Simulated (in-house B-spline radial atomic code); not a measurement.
## B97-1 excitations of Si⁴⁺

Method: B97-1. Computed with an all-electron radial atomic-structure program (B-spline basis): linear response of the closed shell [He] 2s2 2p6 with the functional's adiabatic kernel; scalar-relativistic (spin-free one-electron X2C), finite nucleus, no spin-orbit coupling, no double excitations, S, P, D and F terms only. Only terms of natural parity with L up to 3 were computed.

Command:
```bash
python run_td.py task.json out
```
Settings (radii: box in bohr, nucleus in fm):
```
Z                        14
electrons                10
configuration            [He] 2s2 2p6
hamiltonian              x2c
method                   b97_1
box_radius               19.1
rms_radius               3.1224
intervals                73
```

Time taken, with all properties: 0.3 s on 1 thread of Intel(R) Xeon(R) Platinum 8559C (Emerald Rapids) (shared host).

The lowest states, in the order of their Tamm-Dancoff energies; the method's threshold (minus the highest occupied level) is 153.07 eV. Labels give the largest channel, * marks a mixed state, and oscillator strengths are full-response dipole values. Semilocal kernels can invert the small singlet-triplet splittings of Rydberg terms. Energies in eV:

```
     state  full response  Tamm-Dancoff  oscillator strength
2p → 3s 3P          99.81         99.82                    -
2p → 3s 1P         100.75        100.77                0.211
2p → 3p 3S         108.26        108.30                    -
2p → 3p 3D         109.22        109.23                    -
2p → 3p 1D         109.91        109.92                    -
2p → 3p 1S         114.52        114.94                    -
2p → 3d 3P              ?             ?                    -
2p → 3d 3F              ?             ?                    -
2p → 3d 1F         121.98        121.98                    -
2p → 3d 1P         123.31        123.38                0.899
2p → 4s 3P         129.09        129.10                    -
2p → 4s 1P         129.35        129.36               0.0348
2p → 4p 3S         131.97        131.98                    -
2p → 4p 3D         132.21        132.22                    -
2p → 4p 1D         132.39        132.40                    -
2p → 4p 1S         133.74        133.86                    -
```

(1) Where does 2p → 3d 3P lie?

(2) Where does 2p → 3d 3F lie?

(3) How large is the singlet-triplet splitting of 2p → 3s (P terms) in Tamm-Dancoff?

(4) What polarisabilities and dispersion coefficient does the method give?

## Answers

(1) At 121.41 eV in full response, 121.42 eV in Tamm-Dancoff.

(2) At 121.63 eV in full response, 121.64 eV in Tamm-Dancoff.

(3) 0.941 eV, from the unrounded values.

(4) Dipole 0.1686 bohr³, quadrupole 0.1096 bohr⁵, C6 0.1253 hartree·bohr⁶ for two such species.
